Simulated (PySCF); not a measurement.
Dipole response of Ge+ (germanium, charge +1)

[Ar] 3d10 4s2 4p1, 2P determinant. Computed with PySCF 2.14 in aug-cc-pVQZ-PP with one added diffuse shell each of s, p, d, f, g type with ECP10MDF (8s7p6d4f3g, 114 functions), with scalar relativity through the core potential. Coupled (time-dependent) response in atomic units; α is the mean over directions.

| method | mean α (bohr³) | α xx, yy, zz | C₆ (like pair) | S(−4) |
| --- | --- | --- | --- | --- |
| r2SCANh | 18.81 | 17.50, 21.41, 17.50 | 111.4 | 123.2 |

S(−4) is the Cauchy moment in α(ω) = α(0) + S(−4) ω² + …

Spin-orbit coupling is absent.

α(iu) at r2SCANh:

| u (hartree) | α(iu) (bohr³) |
| --- | --- |
| 0 | 18.81 |
| 0.0500 | 18.50 |
| 0.100 | 17.66 |
| 0.200 | 15.01 |
| 0.300 | 12.12 |
| 0.500 | 7.707 |
| 0.750 | 4.704 |
| 1.00 | 3.165 |
| 1.50 | 1.759 |
| 2.00 | 1.151 |
| 3.00 | 0.6256 |
| 5.00 | 0.2768 |

For an ion, C₆ is the dispersion term alone; charge-induced terms of lower order in 1/R come first.

The components differ because the open shell of this determinant is not spherical; for a pure term their mean is the scalar polarisability.

Energies and moments cover only the electrons outside the core potential.
